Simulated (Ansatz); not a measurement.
Ge3O4⁺. Charge 1, multiplicity 2. Geometry r2SCAN-D4/def2-SVP.

Cartesian coordinates in Å:
```
Ge -1.6897 -1.2647 0.8174
Ge 0.1827 0.7048 0.2318
Ge 0.8548 -1.0616 -1.8067
O 0.1023 -1.2022 0.0065
O 1.2518 1.5515 1.3329
O -1.4621 0.5474 0.8550
O 0.7601 0.7248 -1.4369
```

Another isomer (doublet) lies 0.11 eV lower at PBE-D4/def2-TZVP; other spin states weren't run for this one.

(1) Estimate the α-spin orbital energies around the gap (eV) in Ansatz with PBE-D4/def2-SVP, PBE-D4/def2-TZVP, BLYP-D4/def2-TZVP, PBE0-D4/def2-SVP, PBE0-D4/def2-TZVP.

Answers

(1) 
| orbital | PBE-D4/def2-SVP | PBE-D4/def2-TZVP | BLYP-D4/def2-TZVP | PBE0-D4/def2-SVP | PBE0-D4/def2-TZVP |
| --- | --- | --- | --- | --- | --- |
| HOMO−9 | -15.62 | -15.56 | -15.40 | -17.31 | -17.24 |
| HOMO−8 | -15.38 | -15.38 | -15.20 | -17.22 | -17.14 |
| HOMO−7 | -14.63 | -14.63 | -14.40 | -16.94 | -16.87 |
| HOMO−6 | -13.63 | -13.59 | -13.45 | -15.22 | -15.20 |
| HOMO−5 | -13.52 | -13.52 | -13.36 | -15.14 | -15.08 |
| HOMO−4 | -13.35 | -13.35 | -13.19 | -15.13 | -15.07 |
| HOMO−3 | -13.16 | -13.18 | -13.04 | -14.96 | -14.91 |
| HOMO−2 | -13.04 | -13.07 | -12.93 | -14.70 | -14.65 |
| HOMO−1 | -12.58 | -12.54 | -12.45 | -13.76 | -13.70 |
| HOMO | -12.43 | -12.41 | -12.30 | -13.66 | -13.58 |
| LUMO | -8.35 | -8.32 | -8.26 | -7.52 | -7.45 |
| LUMO+1 | -8.24 | -8.21 | -8.15 | -7.38 | -7.32 |
| LUMO+2 | -7.26 | -7.29 | -7.21 | -6.33 | -6.35 |
| LUMO+3 | -6.50 | -6.54 | -6.46 | -5.57 | -5.58 |
| LUMO+4 | -5.83 | -5.88 | -5.81 | -4.90 | -4.94 |
| LUMO+5 | -4.92 | -4.94 | -4.86 | -3.91 | -3.89 |
| β HOMO | -12.39 | -12.38 | -12.27 | -13.68 | -13.61 |
| β LUMO | -11.47 | -11.48 | -11.41 | -9.66 | -9.62 |
